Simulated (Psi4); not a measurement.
Input for Psi4:
```
memory 2 GB

molecule mol {
0 3
C    -0.869300    0.226800    0.204600
C     0.390900   -0.354800   -0.427200
O     1.555500    0.358500   -0.078500
H    -1.741900   -0.324600   -0.133500
H    -0.980100    1.270700   -0.076700
H    -0.816500    0.162100    1.290600
H     0.493600   -1.413800   -0.145600
H     0.333900   -0.291700   -1.516100
H     1.633800    0.366700    0.882300
}

set {
  basis sto-3g
  reference uhf
}

energy('lccd')
print_variables()
```

Q: What does this run give for the number of basis functions, total energy?

A: 
| Item | Value |
|---|---|
| number of basis functions | 21 |
| total energy | -151.9325 Eh |

These values belong to the state on which the SCF converged, which isn't shown to be the lowest.
